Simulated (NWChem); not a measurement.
Total energies of Ga (+1)

```
Ga
```
Charge +1, spin multiplicity 1.

The numbers come from NWChem runs, not from measurements.

Basis set: def2-QZVP (75 functions).

| method | total energy (Ha) | relative cost |
|---|---|---|
| RHF | -1923.05891 | 1 |
| MP2 | -1923.27590 | under 3 |
| B2PLYP | -1924.28293 | 4 |
| PBE | -1924.34110 | under 3 |
| B3LYP | -1924.68479 | under 3 |
| LDA (SVWN5) | -1921.61075 | under 3 |
| CCSD(T) | -1923.27894 | 20 |

Total energies of different functionals aren't comparable as a measure of quality: only differences taken within one method are. Costs are rough ratios of processor time within this set of runs, SCF included, with RHF as 1.

The Hamiltonian is non-relativistic. The correlated methods keep 9 core orbitals frozen. B3LYP has NWChem's definition, with VWN1-RPA local correlation. Coupled-cluster values serve here as a point of comparison, not as the truth.
